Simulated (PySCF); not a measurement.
PySCF job for sulfur difluoride (F2S), SMILES FSF, HF/pcSseg-2. Coordinates come from a r2SCAN-D4/def2-TZVP optimisation.

```python
import numpy as np
from pyscf import gto, scf, dft
from pyscf.prop.nmr import rhf as nmr

mol = gto.M(
    atom='''
    F     0.00000000   -1.21503574   -0.49102263
    S     0.00000000    0.00000000    0.55240045
    F     0.00000000    1.21503574   -0.49102263
    ''',
    basis='pcSseg-2',
    charge=0,
    spin=0,
    max_memory=1600,
    verbose=3,
)
mf = scf.RHF(mol)
mf.conv_tol = 1e-10
mf.max_cycle = 100
mf.kernel()
n = nmr.NMR(mf)
n.verbose = 2
n.max_cycle_cphf = 60
sigma = n.kernel()
print('atom   isotropic/ppm   span/ppm')
for i, s in enumerate(sigma):
    w = np.linalg.eigvalsh((s + s.T) / 2)
    print(f'{mol.atom_symbol(i):2s}{i + 1:3d} {w.mean():14.3f} {w[2] - w[0]:11.3f}')
```

Program output:

```
converged SCF energy = -596.444700775631
atom   isotropic/ppm   span/ppm
F   1        407.486     857.165
S   2       -767.654    1966.692
F   3        407.486     857.165
```

Self-consistency was reached.

Cost: about 6 core-seconds (a rough figure).
